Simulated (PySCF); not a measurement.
PySCF 2.14 output of an unrestricted TPSSh calculation on a single atom or ion in aug-cc-pVQZ-PP with one added diffuse shell each of s, p, d, f, g type with ECP10MDF (8s7p6d4f3g, 114 functions), with scalar relativity through the core potential:

```
SCF conv_tol = 1e-09
number electrons alpha = 11  beta = 10
    V. N. Staroverov, G. E. Scuseria, J. Tao, and J. P. Perdew.,  J. Chem. Phys. 119, 12129 (2003)
cycle= 1 E= -259.220873742489  delta_E= -0.00666  |g|= 0.162  |ddm|= 1.62
cycle= 2 E= -259.218064832412  delta_E= 0.00281  |g|= 0.201  |ddm|= 1.39
cycle= 3 E= -259.225396636512  delta_E= -0.00733  |g|= 0.00293  |ddm|= 0.746
cycle= 4 E= -259.225399817039  delta_E= -3.18e-06  |g|= 0.000221  |ddm|= 0.0134
cycle= 5 E= -259.225399944709  delta_E= -1.28e-07  |g|= 3.49e-05  |ddm|= 0.00282
cycle= 6 E= -259.225399946812  delta_E= -2.1e-09  |g|= 2.1e-06  |ddm|= 0.000389
cycle= 7 E= -259.225399946826  delta_E= -1.44e-11  |g|= 4.11e-07  |ddm|= 2e-05
converged SCF energy = -259.225399946826  <S^2> = 0.75002527  2S+1 = 2.0000253
```

The run itself started from symmetry-adapted Hartree-Fock orbitals and held the occupation by maximum overlap, on a logarithmic radial grid, so the iterations belong to that start.

Which element, charge and spin multiplicity is this?

Ga (gallium, neutral), multiplicity 2; the state was [Ar] 3d10 4s2 4d1, 2D determinant (an excited configuration).

Energies and moments cover only the electrons outside the core potential. The outer electron is Rydberg-like, and this basis confines it to a smaller radius and binds it less than a complete one would.
